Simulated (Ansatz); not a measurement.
Geometry optimisation, RKS B3LYP-D4/def2-SVP (Ansatz 0.2.0).

Input:

```yaml
crystal:
  periodic: [false, false, false]
  atoms:
    - { symbol: Ga, position_ang: [0.0, 0.0, 0.0] }
    - { symbol: O, position_ang: [1.2796, 0.0, 1.524] }
    - { symbol: H, position_ang: [0.3701, -0.2814, 1.8612] }
    - { symbol: H, position_ang: [1.7552, 0.0, 0.2282] }
    - { symbol: H, position_ang: [-1.3596, 0.0, -0.785] }
basis:
  gaussian: { orbitals: def2-SVP }
hamiltonian:
  xc: b3lyp
  dispersion: d4
relax:
  f_tol: 0.15
  max_steps: 25
  restrain:
    - { distance: [1, 3], at: 1.01, k: 30.0 }
    - { distance: [0, 1], at: 2.99, k: 30.0 }
    - { distance: [0, 3], at: 2.77, k: 30.0 }
```

Launched with:

```bash
$ ansatz run input.yaml --threads 1 --pin off --max-ram 2048MiB --backend cpu --events-out ev --progress --plain --runs-dir out
```

**Question.** Where does it end, and by what steps?

**Answer.** The run converged. The restraints hold the end off the free minimum. After 13 steps the energy has fallen by 3.636 eV (the restraints' own energy left out); Ga1 moved furthest, 1.12 Å. Parted: Ga1–O2 (1.99 → 2.98 Å). Joined: O2–H4 (1.38 → 0.99 Å).

```json
{"step": "0", "energy less start (eV)": "0.0000", "largest force component (eV/Å)": "3.205", "accepted": "yes"}
{"step": "1", "energy less start (eV)": "0.6319", "largest force component (eV/Å)": "5.675", "accepted": "yes"}
{"step": "2", "energy less start (eV)": "0.6857", "largest force component (eV/Å)": "8.661", "accepted": "yes"}
{"step": "3", "energy less start (eV)": "-0.6780", "largest force component (eV/Å)": "8.479", "accepted": "yes"}
{"step": "4", "energy less start (eV)": "-2.4835", "largest force component (eV/Å)": "3.967", "accepted": "yes"}
{"step": "5", "energy less start (eV)": "-2.9948", "largest force component (eV/Å)": "2.240", "accepted": "yes"}
{"step": "6", "energy less start (eV)": "-3.3630", "largest force component (eV/Å)": "1.499", "accepted": "yes"}
{"step": "7", "energy less start (eV)": "-3.4840", "largest force component (eV/Å)": "0.988", "accepted": "yes"}
{"step": "8", "energy less start (eV)": "-3.5651", "largest force component (eV/Å)": "1.020", "accepted": "yes"}
{"step": "9", "energy less start (eV)": "-3.6105", "largest force component (eV/Å)": "0.851", "accepted": "yes"}
{"step": "10", "energy less start (eV)": "-3.6224", "largest force component (eV/Å)": "0.757", "accepted": "yes"}
{"step": "11", "energy less start (eV)": "-3.5693", "largest force component (eV/Å)": "2.051", "accepted": "no"}
{"step": "12", "energy less start (eV)": "-3.6331", "largest force component (eV/Å)": "0.706", "accepted": "yes"}
{"step": "13", "energy less start (eV)": "-3.6358", "largest force component (eV/Å)": "0.780", "accepted": "yes"}
```

```xyz
5
Properties=species:S:1:pos:R:3
Ga -0.217 -0.286 -1.059
O 1.213 0.297 1.487
H 0.946 -0.428 2.072
H 1.806 -0.141 0.834
H -1.702 0.276 -0.505
```

The run took 23 s on 1 thread of Arm Neoverse V1, on a shared host, peak memory 0.11 GiB.
